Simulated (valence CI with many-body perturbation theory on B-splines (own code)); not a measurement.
**Ge27+ in brief**

Method: valence CI with perturbative core correlation (CI+MBPT): three valence electrons over a frozen Dirac-Fock core [He], radial functions for each j: 9 s, 9 p, 8 d, 6 f, 3 g, 1 h, with the one-electron correlation potential Σ1 (screened to all orders), the two-electron term Σ2, the three-electron term Σ3, Breit, model QED; selected single and double excitations, second order for the rest, scaled by the run's own slope (own B-spline code, finite nucleus).

The last digits are not significant, and no measured levels were compared; by estimate large intervals hold to a few tenths of a per cent, small ones and those within an open d or f shell to about a per cent.

Rates and lifetimes use the calculated energies. Strong lines usually hold to 10 to 20 %, long lifetimes can be off by a factor of two.

(1) What is the ground level?

(2) How well does LS coupling describe the low levels?

(3) Name the longest-lived excited levels whose lifetime is computed, and their main decay.

(4) Where does the other parity begin?

(5) How is the term ²P° of the ground level split?

(6) What is the ionisation energy?

(7) Among levels below 131.18 Ry, which E1 lines absorb most strongly from the ground level?

Answers

(1) 2s²2p ²P°_1/2, composition 98 % 2s²2p ²P°, g = 0.658.

(2) Among the lowest 20 levels the leading LS term, summed over configurations, holds 87 % on average. For single configurations the figures are 86 % in LS and 89 % in jj coupling. Terms mix most in the J = 3/2 level at 18.54 Ry, where the leading one holds 65 %.

(3) 2s²2p ²P°_3/2 at 2.68 Ry lives 4.37 μs, mostly by M1 to 2s²2p ²P°_1/2; 2s2p² ⁴P_3/2 at 6.75 Ry lives 21.1 ns, mostly by E1 to 2s²2p ²P°_3/2; 2s2p² ⁴P_5/2 at 7.71 Ry lives 2.34 ns, mostly by E1 to 2s²2p ²P°_3/2.

(4) At 2s2p² ⁴P_1/2, 5.22 Ry.

(5) J = 1/2 at 0.00, J = 3/2 at 2.68 Ry.

(6) 2882.6 eV; NIST lists 2881.9 ± 1.6 eV (semi-empirical).

(7) to 2s²3d ²D_3/2 at 0.7392 nm, f = 0.686; to 2s2p3p ²D_3/2 at 0.7207 nm, f = 0.230; to 2s2p3p ⁴P_3/2 at 0.7250 nm, f = 0.101.
